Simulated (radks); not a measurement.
Lu, 71 electrons, occupied as [Xe] 4f14 5d(up 0.5, down 0.5) 6s2 (fractional occupations, a model configuration).

Calculated with a radial shooting solver on a logarithmic mesh with Libxc functionals: non-relativistic Kohn-Sham, PBE, spin-polarised, spherical densities, point nucleus; relativity is left out, which matters for an element this heavy.

Energy parts (hartree):
total: -13855.5896
kinetic: 13851.8067
electron-nucleus: -32996.3312
Hartree: 5575.3051
exchange-correlation: -286.3702

Orbitals (lengths in bohr, moments of r in powers of bohr; <r^-3> diverges for s and p1/2; r(max) is where P^2 peaks; r(90%) holds 90 % of the orbital's charge):
| orbital | occ. | eigenvalue (hartree) | <r^-3> | r(max) | r(90%) |
|---|---|---|---|---|---|
| 1s | 2 | -2148.572 | - | 0.01416 | 0.0379 |
| 2s | 2 | -349.6093 | - | 0.07725 | 0.139 |
| 2p | 6 | -334.4254 | 12450 | 0.06002 | 0.124 |
| 3s | 2 | -78.51928 | - | 0.2130 | 0.336 |
| 3p | 6 | -71.56095 | 2628 | 0.2009 | 0.328 |
| 3d | 10 | -58.59542 | 459.7 | 0.1590 | 0.300 |
| 4s | 2 | -15.12341 | - | 0.4817 | 0.742 |
| 4p | 6 | -12.27480 | 586.3 | 0.4838 | 0.765 |
| 4d | 10 | -7.11937 | 87.51 | 0.4832 | 0.826 |
| 5s | 2 | -1.86800 | - | 1.138 | 1.85 |
| 5p | 6 | -1.10686 | 72.68 | 1.242 | 2.13 |
| 4f | 14 | -0.55992 | 14.72 | 0.4611 | 1.18 |
| 6s | 2 | -0.15060 | - | 3.367 | 5.88 |
| 5d | 1 | -0.09682 | 3.424 | 1.770 | 4.47 |

The highest occupied level is 5d at -2.635 eV. The density falls to 0.001 e/bohr^3 at r = 5.20 bohr. Virial ratio -V/T = 2.00027. The electron density at the nucleus is 2.558e+05 e/bohr^3.
